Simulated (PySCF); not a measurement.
# GaCl from Hartree–Fock to correlated methods

State: ¹Σ⁺ (singlet), closed shell. Set-up: PySCF, no relativity, basis sets Ga def2-TZVPPD, Cl def2-TZVPPD. De refers to Ga + Cl in their high-spin ground configurations, without counterpoise correction. A positive dipole means Ga(−)Cl(+).

| Level | Re (Å) | ωe (cm⁻¹) | De (eV) | μ (D) | CPU s a point (SCF and correlation, without the integrals) |
| --- | --- | --- | --- | --- | --- |
| RHF | 2.231 | 360 | 3.64 | -2.53 | 1.1 |
| RHF-MP2 | 2.208 | 374 | 4.98 | n/a | 1.7 |
| RHF-SCS-MP2 | 2.218 | 368 | 4.83 | n/a | n/a |
| RHF-CCSD | 2.215 | 371 | 4.64 | n/a | n/a |
| RHF-CCSD(T) | 2.216 | 371 | 4.77 | n/a | 31 |
| PBE | 2.237 | 350 | 4.97 | -2.45 | 1.8 |
| BLYP | 2.264 | 335 | 4.77 | -2.70 | 1.2 |
| r²SCAN | 2.209 | 369 | 4.94 | -2.20 | 2.2 |
| r²SCANh | 2.206 | 371 | 4.88 | -2.23 | 3.4 |
| PBE0 | 2.218 | 363 | 4.85 | -2.42 | 6.6 |
| B97-3 | 2.239 | 353 | 4.88 | -2.61 | 2.5 |
| MN15 | 2.202 | 369 | 4.95 | -2.31 | 3.6 |
| BHandHLYP | 2.223 | 361 | 4.61 | -2.61 | 2.4 |
| ωB97M-V | 2.218 | 364 | 4.92 | -2.51 | 12 |

The bond length runs from 2.202 Å (MN15) to 2.264 Å (BLYP). De spans 3.64 eV (RHF, mean field) to 4.98 eV (RHF-MP2, perturbation theory). Correlation at CCSD(T) changes the Hartree–Fock bond energy by +1.13 eV; the triples alone change it by +0.13 eV.

Correlated steps freeze 14 core orbitals. Where the molecule has an RHF reference, its open-shell atoms are computed with UHF.

The whole job (state search and all levels along the bond) took about 7 min on 2 threads of Intel Xeon Platinum 8259CL @ 2.50GHz (shared host), peak memory 3.5 GiB.
